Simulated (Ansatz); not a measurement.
Harmonic frequencies (cm⁻¹) at PBE0-D4/def2-TZVP from Ansatz: 75, 113, 184, 213, 456, 516, 595, 682, 773, 786, 833, 851, 929, 1117, 1190, 1429, 2243, 2262, 2710, 3093, 3158.

Each molecule was computed in one conformer, which needn't be the lowest.

(1) Which molecule is it?
A. `CBC=[Se]`
B. `C[SiH](S)Cl`
C. `N[SiH2][AlH2]`
D. `S[SiH2]CCl`

Results:

(1) D.
